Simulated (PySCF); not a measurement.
Compound: C6H10NO (doublet state).
Geometry (GFN2-xTB, Å), atoms numbered from 1 in this order:
```xyz
18
C6H10NO angstrom
C      2.4655    0.8023    0.7256
C      1.6820    0.5285   -0.4840
N      0.4171   -0.1350   -0.1989
C      0.4833   -1.4166    0.4626
C     -0.7319    0.4799   -0.5686
O     -0.7292    1.5906   -1.0776
C     -1.9943   -0.2710   -0.3369
C     -3.1308    0.3714   -0.1199
H      1.9684    1.0868    1.6322
H      3.5342    0.8573    0.6778
H      2.2611   -0.0699   -1.2003
H      1.3868    1.4637   -0.9960
H      0.3844   -2.2418   -0.2508
H     -0.2917   -1.5048    1.2234
H      1.4538   -1.4942    0.9517
H     -1.9547   -1.3484   -0.4005
H     -4.0677   -0.1405    0.0223
H     -3.1451    1.4481   -0.0737
```

The hyperfine couplings belong to this conformer and change with its torsions.

The species is `[CH2]CN(C)C(=O)C=C` [radical].

Theory: PySCF 2.14.0, UKS B3LYP, pcH-1 on C H N O, non-relativistic, mean-field spin-orbit, GIAO. One conformer (not necessarily the lowest) at the GFN2-xTB geometry, without solvent, vibrations or thermal averaging. A GFN2-xTB geometry isn't a minimum of the functional, and hyperfine couplings can be far from their values at a DFT geometry. The frame is twisted about the C5–C7 bond at this geometry (dihedral O6–C5–C7–C8 = -29°); couplings at other torsion angles weren't computed. The SCF solution wasn't tested for stability.

(1) What is the g tensor, term by term?

(2) What are the electron Larmor frequencies g μB B/h along the three axes at 330 mT?

(3) At 34.166 GHz, how far is the centre of the isotropic spectrum from where a free electron (g = 2.002319) resonates?

(4) In a frozen sample, at which fields do the three g values resonate at 9.5, 34, 94 and 263 GHz (hyperfine left aside), and which band first spreads them over more than twice a line width of 1.0 mT?

## Answers

(1) 
```json
{"Δg (ppm)": "relativistic mass correction", "1": "-140", "2": "-140", "3": "-140"}
{"Δg (ppm)": "gauge correction", "1": "23", "2": "28", "3": "18"}
{"Δg (ppm)": "orbital Zeeman/spin–orbit", "1": "10", "2": "633", "3": "813"}
{"Δg (ppm)": "total", "1": "-108", "2": "521", "3": "691"}
```

So g = 2.00221, 2.00284, 2.00301 and g_iso = 2.00269; the tensor is rhombic: the two nearest values differ by 21 % of g3 − g1. Axes: g3 points within 12° of the C1–H9 bond.

(2) 9.2477, 9.2506, 9.2514 GHz for g1, g2 and g3, a range of 3.7 MHz.

(3) B = hν/(g μB) with μB/h = 13.99624 MHz/mT gives 1219.13 mT for the free electron and 1218.90 mT at g_iso, 0.22 mT lower.

(4) 
| band | GHz | B(g3) mT | B(g2) mT | B(g1) mT | spread mT |
| --- | --- | --- | --- | --- | --- |
| X | 9.5 | 338.87 | 338.90 | 339.00 | 0.14 |
| Q | 34.0 | 1212.79 | 1212.89 | 1213.27 | 0.48 |
| W | 94.0 | 3353.00 | 3353.28 | 3354.33 | 1.34 |
| J | 263.0 | 9381.26 | 9382.05 | 9385.00 | 3.74 |

The spread grows in proportion to the frequency. J band is the first where it exceeds 2.0 mT.

The largest Mulliken spin populations are on C1 (+1.06) and C2 (-0.08). C1 is the only atom above +0.15. The positive populations add up to 1.18 and the negative ones to -0.18, together 2S = 1. The angles at C1 add up to 359.4°, so it is planar; its axial dipolar tensor and the negative couplings of its protons fit spin in a p orbital normal to that plane.

The HOMO–LUMO gaps are 4.75 eV among the α and 4.82 eV among the β orbitals.
